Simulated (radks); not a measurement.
Values are calculated unless marked as measured or tabulated.
Pb+, 81 electrons, occupied as [Xe] 4f14 5d10 6s1.5 6p1.5 (fractional occupations, a model configuration). Level of theory: scalar-relativistic Kohn-Sham, PBE, spin-polarised, spherical densities, point nucleus; open shells are filled with parallel spins first (spin-orbit coupling, left out, can overturn this in heavy ions) (a radial shooting solver on a logarithmic mesh with Libxc functionals).

Unscreened Slater integrals over Kohn-Sham orbitals (eV). They are taken over the spin-up orbitals.

| integral | value |
|---|---|
| F0(6p,6p) | 8.3396 |
| F2(6p,6p) | 4.5125 |
| F0(6p,6s) | 9.3316 |
| G1(6p,6s) | 5.6506 |
| F0(6p,5d) | 10.332 |
| F2(6p,5d) | 3.1479 |
| G1(6p,5d) | 1.2796 |
| G3(6p,5d) | 1.0549 |
| F0(6p,5p) | 10.614 |
| F2(6p,5p) | 2.2967 |
| G0(6p,5p) | 0.37719 |
| G2(6p,5p) | 0.50691 |
| F0(6s,6s) | 10.963 |
| F0(6s,5d) | 13.002 |
| G2(6s,5d) | 2.7941 |
| F0(6s,5p) | 13.575 |
| G1(6s,5p) | 1.0042 |
| F0(5d,5d) | 18.886 |
| F2(5d,5d) | 9.8198 |
| F4(5d,5d) | 6.5348 |
| F0(5d,5p) | 21.284 |
| F2(5d,5p) | 10.671 |
| G1(5d,5p) | 12.961 |
| G3(5d,5p) | 8.0545 |
| F0(5p,5p) | 25.033 |
| F2(5p,5p) | 13.500 |

Derived for the open shells (J is the average intra-shell exchange parameter used in DFT+U). 6p: J = F2/5 = 0.9025 eV.
